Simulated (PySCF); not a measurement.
**Bond curve of BiO**

Set-up: PySCF, scalar-relativistic core potentials, basis sets Bi def2-SVP with ECP60, O def2-SVP. Energies in eV from Bi + O in their ground configurations at the same level. State: ²Π (doublet), unpaired electrons π ↑.

All columns are PBE0. A positive dipole means Bi(−)O(+).

| R (Å) | E (eV) | μ (D) | Mulliken charge on Bi (basis-dependent) | HOMO (eV) | LUMO (eV) | Mayer bond order | ⟨S²⟩ |
| --- | --- | --- | --- | --- | --- | --- | --- |
| 1.677 | -1.218 | -3.01 | 0.59 | -4.75 | -2.83 | 1.99 | 0.75 |
| 1.755 | -2.172 | -3.35 | 0.58 | -4.92 | -3.00 | 2.01 | 0.75 |
| 1.833 | -2.676 | -3.66 | 0.56 | -5.09 | -3.17 | 2.03 | 0.75 |
| 1.891 | -2.837 | -3.86 | 0.55 | -5.21 | -3.29 | 2.05 | 0.76 |
| 1.950 | -2.862 | -4.02 | 0.53 | -5.34 | -3.37 | 2.04 | 0.78 |
| 2.009 | -2.805 | -3.94 | 0.50 | -5.48 | -3.19 | 1.86 | 0.99 |
| 2.087 | -2.674 | -3.80 | 0.46 | -5.63 | -3.07 | 1.60 | 1.23 |
| 2.184 | -2.453 | -3.72 | 0.43 | -5.79 | -3.04 | 1.36 | 1.43 |
| 2.301 | -2.142 | -3.73 | 0.39 | -5.95 | -3.03 | 1.16 | 1.59 |
| 2.457 | -1.705 | -3.77 | 0.36 | -6.13 | -3.04 | 0.99 | 1.76 |

⟨S²⟩ of the unrestricted solution departs from its pure value on part of the curve, where spin states mix. These are scalar-relativistic numbers at best; spin–orbit coupling would shift them, the dissociation energy most. The state was picked by a PBE0 search and need not be the measured ground state.
